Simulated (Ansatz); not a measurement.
One change: `[F][Zr]([SeH])([SeH])[SeH]` becomes `[SeH][Zr]([SeH])([SeH])[SeH]`.

Ansatz, PBE0-D4/def2-TZVP geometries, multiplicity 1. Each molecule was computed in one conformer, which needn't be the lowest.

Elements past krypton have def2 core potentials. Scalar relativity is left out up to krypton.

```tsv
property	`[F][Zr]([SeH])([SeH])[SeH]`
HOMO energy (PBE/def2-TZVPP) / eV	-6.31
LUMO energy (B3LYP/def2-TZVPP) / eV	-2.57
HOMO–LUMO gap (PBE/def2-TZVPP) / eV	3.17
HOMO–LUMO gap (PBE0/def2-TZVPP) / eV	5.00
LUMO energy (ωB97M-V/def2-TZVPP) / eV	-0.45
LUMO energy (PBE0/def2-TZVPP) / eV	-2.40
```

Give the same properties after the change, and the shifts. (Best estimate.)

Computed: 
| property | `[SeH][Zr]([SeH])([SeH])[SeH]` | shift |
| --- | --- | --- |
| HOMO energy (PBE/def2-TZVPP) / eV | -6.33 | -0.02 |
| LUMO energy (B3LYP/def2-TZVPP) / eV | -2.67 | -0.10 |
| HOMO–LUMO gap (PBE/def2-TZVPP) / eV | 3.08 | -0.09 |
| HOMO–LUMO gap (PBE0/def2-TZVPP) / eV | 4.91 | -0.09 |
| LUMO energy (ωB97M-V/def2-TZVPP) / eV | -0.58 | -0.13 |
| LUMO energy (PBE0/def2-TZVPP) / eV | -2.51 | -0.11 |

The zero-point energy changes by 13.8 kJ/mol with +3 modes.

B3LYP here is the variant with VWN-RPA as its local correlation; programs differ in this.

Spin–orbit coupling is left out; it splits and shifts lone-pair levels of the heavy atoms by tenths of an eV.
